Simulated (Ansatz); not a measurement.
Ansatz results at the PBE0-D4/def2-TZVP geometry: HOMO energy (B3LYP/def2-TZVPP) -6.36 eV; HOMO energy (PBE0/def2-TZVPP) -6.53 eV; LUMO energy (PBE/def2-TZVPP) -2.63 eV.

Each molecule was computed in one conformer, which needn't be the lowest.

Problem. Which molecule gave them?
A. `C[N](C)[In]([OH])[F]`
B. `C[CH2][In]([F])[F]`
C. `C=C[CH2][InH2]`
D. `C[CH](C)[In]([NH2])[NH2]`

Solution. A. The others give `C[CH](C)[In]([NH2])[NH2]`: -6.21, -6.45, -1.15; `C=C[CH2][InH2]`: -6.21, -6.39, -1.77; `C[CH2][In]([F])[F]`: -8.44, -8.62, -2.53.

B3LYP here is the variant with VWN-RPA as its local correlation; programs differ in this.
